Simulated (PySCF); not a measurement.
# Electron correlation in Ne⁺ (neon, charge +1)

[He] 2s2 2p5, 2P determinant. Computed with PySCF 2.14 in aug-cc-pVDZ (4s3p2d, 23 functions), with no relativity, point nucleus. Frozen: 1s2; 7 electrons correlated.

MP2 pair energies summed by pair of shells (mhartree):

| pair | energy | share (%) |
| --- | --- | --- |
| 2p-2p | -92.65 | 65.2 |
| 2s-2p | -42.01 | 29.6 |
| 2s-2s | -7.49 | 5.3 |

Total MP2 correlation energy: -142.14 mhartree.

Same-spin part -35.62 and opposite-spin part -106.52 mhartree; SCS-MP2 scales them by 1/3 and 6/5 to -139.70 mhartree.

```json
{"level": "CCSD", "correlation energy (mhartree)": "-153.55"}
{"level": "(T)", "correlation energy (mhartree)": "-1.65"}
{"level": "CCSD(T)", "correlation energy (mhartree)": "-155.20"}
```

Diagnostics: T1 = 0.0053, D1 = 0.0085, largest double amplitude 0.031.

Cost of the coupled-cluster step: 0.3 s of wall time on 1 thread of Neoverse-N1 (shared host), for 7 correlated electrons.
